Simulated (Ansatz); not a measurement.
BHBr (SMILES [BH]Br), doublet: a single point displaced at random from a GFN2-xTB minimum.

Input (in.yaml):

```yaml
crystal:
  periodic: [false, false, false]
  atoms:
    - {symbol: B, position_ang: [-0.067100, -0.603700, -0.175900]}
    - {symbol: Br, position_ang: [1.200500, 0.578200, 0.788200]}
    - {symbol: H, position_ang: [-1.000700, -0.170600, -0.575200]}
basis:
  gaussian: {orbitals: def2-TZVPP}
magnetization: {spin_polarized: true, initial_magnetization: 1}
hamiltonian: {xc: r2scan, dispersion: d4}
output: {forces: true}
```

An equivalent command:

```bash
ansatz run in.yaml --threads 4 --pin off --events-out ev --progress --plain
```

The run's output (Ansatz 0.2.0):

```
Functional definition: r2SCAN
  name "r2SCAN"
  cite "Furness, Kaplan, Ning, Perdew & Sun, J. Phys. Chem. Lett. 11, 8208 (2020) doi:10.1021/acs.jpclett.0c02405"
  cite "Furness, Kaplan, Ning, Perdew & Sun, J. Phys. Chem. Lett. 11, 9248 (2020) doi:10.1021/acs.jpclett.0c03077"
  parent r2scan
  parameter k0 = 0.174
  parameter k1 = 0.065
  parameter a1 = 4.9479
  exchange = r2scan_x(k0 = k0, k1 = k1, a1 = a1)
  correlation = r2scan_c
604 factors; their error is unknown
mean field evaluation 1: about -70734.7299 eV, gradient 1.6e1 eV
mean field evaluation 2: about -70733.1592 eV, gradient 2.2e1 eV
mean field evaluation 4: about -70736.3858 eV, gradient 8.6e-1 eV
mean field evaluation 8: about -70736.3616 eV, gradient 3.9e-2 eV
mean field evaluation 16: about -70736.3616 eV, gradient 1.6e-5 eV
mean field -70736.36157652 eV, -2599.5133411091 hartree, gradient 1.6e-5 eV, S^2 0.754568; 0 other end points of the search recorded, 0 dependent functions left out
the calculation of the forces begins
reference -70736.36158847 eV, -2599.5133415481 hartree; 21, 20 occupied and 72, 73 virtual orbitals, 604 factors
Total energy: -70736.36934061 eV, -2599.5136264341 hartree
Atom 0 at    -0.067100    -0.603700    -0.175900 Å, force     3.241294     0.102811     1.769273 eV/Å
Atom 1 at     1.200500     0.578200     0.788200 Å, force    -0.992003    -1.018809    -0.776868 eV/Å
Atom 2 at    -1.000700    -0.170600    -0.575200 Å, force    -2.249291     0.915998    -0.992405 eV/Å
Dipole moment:    -0.132527     0.014694    -0.067835 e Å
```

The lines “mean field evaluation” count trial sets of orbitals through the whole run, from several starts and some on an approximate energy, so they need not fall steadily or lie above the final value.

Hardware: 4 CPU threads, shared host. Wall time about 1.9 s.
